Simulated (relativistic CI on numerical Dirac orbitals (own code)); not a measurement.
Fe3+ (3d5) in a crystal field

Calculated by Dirac-Coulomb-Breit CI, orbitals from a KLI potential per configuration, model QED (radiative potential, 1s self-energy scaled to tabulated hydrogen-like ionisation energies), valence Slater integrals scaled by 0.75, one configuration in a parametric crystal field (own radial code).

Field parameters in Wybourne normalisation: D3d B²₀ = −7Dσ, B⁴₀ = −14Dq − 21Dτ, B⁴₃ = −14√(10/7) Dq. The field is a parameter set, without covalency.

S is read from ⟨S²⟩ = S(S + 1).

Levels (cm⁻¹, degeneracy): 0 (2), 0 (2), 0 (2), 16648 (2), 16723 (2), 16773 (2), 16780 (2), 18159 (2), 18183 (2), 20109 (2), 20565 (2), 21995 (2).

Problem. Which field gives this pattern?
A. D3d, 10Dq = 12300, Dσ = -330, Dτ = 90 cm⁻¹
B. D3d, 10Dq = 12300, Dσ = 760, Dτ = 90 cm⁻¹
C. D3d, 10Dq = 12300, Dσ = -550, Dτ = 90 cm⁻¹
D. D3d, 10Dq = 12300, Dσ = 980, Dτ = 90 cm⁻¹

Solution. D. D3d, 10Dq = 12300, Dσ = 980, Dτ = 90 cm⁻¹, ground level with S = 2.50.
